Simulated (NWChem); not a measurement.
System meant: C2H6OSn, singlet; SMILES [O](C)[Sn][CH3]

Here is an NWChem input.

```
start job
memory heap 200 mb stack 900 mb global 1100 mb
geometry units angstroms noautoz
  Sn     0.343980    -0.590290    -0.010025
  C     -1.869331    -0.587272    -0.004340
  H     -2.248800    -1.621078    -0.008174
  H     -2.268074    -0.066967    -0.891452
  H     -2.263595    -0.075128     0.889494
  O      0.602825     1.396094    -0.002893
  C     -0.317466     2.436563     0.005585
  H     -1.374143     2.104959    -0.004587
  H     -0.181148     3.070600     0.902688
  H     -0.170876     3.093035    -0.873496
end
basis spherical
  * library def2-svp
end
dft
  xc xpbe96 cpbe96
  iterations 150
  mulliken
end
task dft energy
```

End of the output:

```
             Grid Information
             ----------------
          Grid used for XC integration:  medium
          Radial quadrature: Mura-Knowles
          Angular quadrature: Lebedev.
          Tag              B.-S. Rad. Rad. Pts. Rad. Cut. Ang. Pts.
          ---              ---------- --------- --------- ---------
          Sn                  1.45      123          11.0       590
          C                   0.70       49          11.0       434
          H                   0.35       45          12.0       434
          O                   0.60       49          11.0       434
          Grid pruning is: on
          Number of quadrature shells:   540
          Spatial weights used:  Erf1

          Convergence Information
          -----------------------
          Convergence aids based upon iterative change in
          total energy or number of iterations.
          Levelshifting, if invoked, occurs when the
          HOMO/LUMO gap drops below (HL_TOL):  1.00D-02
          DIIS, if invoked, will attempt to extrapolate
          using up to (NFOCK): 10 stored Fock matrices.

                    Damping( 0%)  Levelshifting(0.5)       DIIS
                  --------------- ------------------- ---------------
          dE  on:    start            ASAP                start
          dE off:    2 iters        150 iters           150 iters

      Screening Tolerance Information
      -------------------------------
          Density screening/tol_rho:  1.00D-10
          AO Gaussian exp screening on grid/accAOfunc:  14
          CD Gaussian exp screening on grid/accCDfunc:  20
          XC Gaussian exp screening on grid/accXCfunc:  20
          Schwarz screening/accCoul:  1.00D-08

      Superposition of Atomic Density Guess
      -------------------------------------

      charge =      50.0 Sn (Tin)

      symmetry species            s     p     d     f
      number of basis functions =10     7     6
      number of cont. functions = 4     4     2
      number of closed shells   = 5     3     2
      number of open shells     = 0     1     0
      open shell occupation     = 0     2     0
 ------------------------------------------------------------------------
 atomscf:atomd: error in atom scf                   0
 ------------------------------------------------------------------------
 ------------------------------------------------------------------------
  current input line :
    23: task dft energy
 ------------------------------------------------------------------------
 ------------------------------------------------------------------------
 This error has not yet been assigned to a category
 ------------------------------------------------------------------------
 For more information see the NWChem manual at https://nwchemgit.github.io

0:atomscf:atomd: error in atom scf:Received an Error in Communication
```

**Question.** Can this run be used? If not, why, and what is the fix?

**Answer.** The program stopped with an error. Cause: the def2 basis of a heavy element holds valence functions alone and wants its effective core potential (without it all electrons must fit into that basis). This input runs:
```
start job
memory heap 200 mb stack 900 mb global 1100 mb
geometry units angstroms noautoz
  Sn     0.343980    -0.590290    -0.010025
  C     -1.869331    -0.587272    -0.004340
  H     -2.248800    -1.621078    -0.008174
  H     -2.268074    -0.066967    -0.891452
  H     -2.263595    -0.075128     0.889494
  O      0.602825     1.396094    -0.002893
  C     -0.317466     2.436563     0.005585
  H     -1.374143     2.104959    -0.004587
  H     -0.181148     3.070600     0.902688
  H     -0.170876     3.093035    -0.873496
end
basis spherical
  Sn library def2-svp
  C library def2-svp
  H library def2-svp
  O library def2-svp
end
ecp
  Sn library def2-ecp
end
dft
  xc xpbe96 cpbe96
  iterations 150
  mulliken
end
task dft energy
```
It converges to -369.02585 Ha (PBE/def2-SVP with def2 effective core potentials on Sn).
